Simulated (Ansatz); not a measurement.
Consider the ligand exchange at a Ti–O bond: `[OH][Ti]([OH])([Cl])[Cl]` + NH₃ → `[NH2][Ti]([OH])([Cl])[Cl]` + H₂O.

Gas-phase electronic energies from Ansatz, PBE0-D4/def2-TZVP geometries. CCSD(T)/CBS is the MP2 limit (def2-TZVPP, def2-QZVPP) plus CCSD(T) − MP2 in def2-TZVPP, frozen cores. This one scheme is used for every species. Functionals use def2-TZVPP. B3LYP here is the variant with VWN-RPA as its local correlation; programs differ in this. HSE06 is defined as in plane-wave codes. For Ti outer-core shells are correlated without core-valence functions, which leaves a few kJ/mol of doubt a bond. Scalar relativity is left out up to krypton. One conformer a species, not always the lowest.

```tsv
level	ΔE (kJ/mol)	difference from CCSD(T)/CBS
LDA (SPW92)	51.5	7.6
revPBE-D4	50.0	6.1
BLYP-D4	52.8	8.9
r2SCAN-D4	54.9	11.0
B97M-V	57.4	13.5
r2SCANh-D4	53.5	9.6
r2SCAN0-D4	51.7	7.8
HSE06-D4	49.2	5.3
BHLYP-D4	50.9	7.0
CAM-B3LYP-D4	53.4	9.5
ωB97X-V	53.4	9.5
ωB97M-V	51.3	7.4
PBE-QIDH	49.0	5.1
PBE	53.7	9.8
revPBE	54.3	10.4
BLYP	57.0	13.1
r2SCAN	55.5	11.6
PBE0	51.1	7.2
B3LYP	54.6	10.7
r2SCANh	54.2	10.3
r2SCAN0	52.5	8.6
HSE06	51.0	7.1
CAM-B3LYP	55.4	11.5
LC-ωPBE	54.1	10.2
RPA@PBE/def2-TZVPP	48.4	4.5
HF/def2-SVP	55.1	11.2
MP2/def2-SVP	58.4	14.5
CCSD/def2-SVP	56.8	12.9
CCSD(T)/def2-SVP	56.8	12.9
HF/def2-TZVPP	56.3	12.4
MP2/def2-TZVPP	46.4	2.5
SCS-MP2/def2-TZVPP	48.3	4.4
CCSD/def2-TZVPP	49.0	5.1
CCSD(T)/def2-TZVPP	48.0	4.1
HF/def2-QZVPP	56.1	12.2
MP2/def2-QZVPP	44.0	0.1
SCS-MP2/def2-QZVPP	46.0	2.1
HF/CBS(def2)	56.0	12.1
MP2/CBS(def2)	42.3	-1.6
CCSD/CBS(def2)	44.9	1.0
CCSD(T)/CBS	43.9	0
```

Q: What do rigid-rotor, harmonic-oscillator terms from PBE0-D4/def2-TZVP frequencies (298.15 K, 1 bar) make of the CCSD(T)/CBS value? (Estimate.)

A: Computed: ΔZPE = -2.3 kJ/mol, ΔH = +42.1 kJ/mol, ΔS = 2 J/(mol·K), ΔG = +41.5 kJ/mol.

Largest T1 diagnostic among the species: 0.024, so the coupled-cluster value is less sure than usual.

At CCSD(T), def2-SVP lies +12.9 kJ/mol from the extrapolated value and def2-TZVPP +4.1 kJ/mol. From r2SCAN to r2SCAN0 (25 % exact exchange), in def2-TZVPP and without D4, ΔE moves by −3.0 kJ/mol. In def2-TZVPP, CCSD(T) changes the Hartree–Fock value by −8.4 kJ/mol (the triples alone add −1.1 kJ/mol) and MP2 by −9.9 kJ/mol.
